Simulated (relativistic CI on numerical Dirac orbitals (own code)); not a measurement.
## Ligand-field terms of d8

Computed with a parametric ligand-field model of a d^n configuration (Racah B and C, spin-orbit zeta, crystal field), exact diagonalisation.

Field parameters in Wybourne normalisation: D3d B²₀ = −7Dσ, B⁴₀ = −14Dq − 21Dτ, B⁴₃ = −14√(10/7) Dq; D4h B²₀ = −7Ds, B⁴₀ = 21(Dq − Dt), B⁴₄ = 21√(5/14) Dq; Td as Oh with Dq negative (B⁴₀ = 21Dq, B⁴₄ = √(5/14) B⁴₀). The field is a parameter set, without covalency.

(1) Ground term and bands for B = 350, C = 1550, ζ = 0 cm⁻¹, D4h, 10Dq = 27600, Ds = -1500, Dt = -430 cm⁻¹?

(2) Ground term and bands for B = 420, C = 1970, ζ = 0 cm⁻¹, Td, 10Dq = -10150 cm⁻¹?

(3) A d8 ion in Td symmetry has the ground term 3T1 and bands at 3T2 1748 cm⁻¹, 3A2 3848 cm⁻¹ (2599 nm), 1T2 8649 cm⁻¹ (1156 nm), 1E 9159 cm⁻¹ (1092 nm), 3T1 10397 cm⁻¹ (962 nm), 1T2 13068 cm⁻¹ (765 nm). Which parameters reproduce them?

(4) Ground term and bands for B = 890, C = 4230, ζ = 0 cm⁻¹, D3d, 10Dq = 20200, Dσ = 1200, Dτ = 10 cm⁻¹?

(5) Ground term and bands for B = 970, C = 4300, ζ = 0 cm⁻¹, D3d, 10Dq = 22450, Dσ = 1200, Dτ = 100 cm⁻¹?

Results:

(1) Ground term 3B1 with 2.00 electrons in the two orbitals of the cubic e set. Spin-allowed: 3B2 27600 cm⁻¹ (362 nm), 3E 27832 cm⁻¹ (359 nm), 3E 34873 cm⁻¹ (287 nm), 3A2 39729 cm⁻¹ (252 nm). Lowest spin-forbidden: 1A1 34 cm⁻¹, 1B1 5875 cm⁻¹ (1702 nm), 1A1 17149 cm⁻¹ (583 nm).

(2) Ground term 3T1 with 3.97 electrons in the two orbitals of the cubic e set. Spin-allowed: 3T2 9332 cm⁻¹ (1072 nm), 3T1 14814 cm⁻¹ (675 nm), 3A2 19482 cm⁻¹ (513 nm). Lowest spin-forbidden: 1T2 6689 cm⁻¹ (1495 nm), 1E 6796 cm⁻¹ (1471 nm), 1A1 14208 cm⁻¹ (704 nm).

(3) B = 600, C = 2530, ζ = 0 cm⁻¹, Td, 10Dq = -2100 cm⁻¹.

(4) Ground term 3A2 with 2.01 electrons in the two orbitals of the cubic e set. Spin-allowed: 3A1 19205 cm⁻¹ (521 nm), 3E 20732 cm⁻¹ (482 nm), 3E 29169 cm⁻¹ (343 nm), 3A2 29314 cm⁻¹ (341 nm). Lowest spin-forbidden: 1E 15299 cm⁻¹ (654 nm), 1A1 26701 cm⁻¹ (375 nm), 1A1 34147 cm⁻¹ (293 nm).

(5) Ground term 3A2 with 2.00 electrons in the two orbitals of the cubic e set. Spin-allowed: 3A1 21547 cm⁻¹ (464 nm), 3E 23300 cm⁻¹ (429 nm), 3A2 32283 cm⁻¹ (310 nm), 3E 32913 cm⁻¹ (304 nm). Lowest spin-forbidden: 1E 16083 cm⁻¹ (622 nm), 1A1 28426 cm⁻¹ (352 nm), 1A1 37253 cm⁻¹ (268 nm).
